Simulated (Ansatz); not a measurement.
Job for Ansatz (an electronic-structure program): R-B3LYP-D3(BJ)/def2-TZVP on H2 (SMILES [H][H]).

Ansatz 0.2 input:
```yaml
crystal:
  periodic: [false, false, false]
  atoms:
    - {symbol: H, position_ang: [0.00000000, 0.00000000, 0.36860000]}
    - {symbol: H, position_ang: [0.00000000, 0.00000000, -0.36860000]}
basis:
  gaussian:
    orbitals: def2-TZVP
hamiltonian:
  xc: b3lyp
  dispersion: d3bj
relax: {f_tol: 0.004, max_steps: 120}
scf: {lower_state_search: off}
```

Question: What total energy does the run end on?

Answer: -1.1798 hartree.
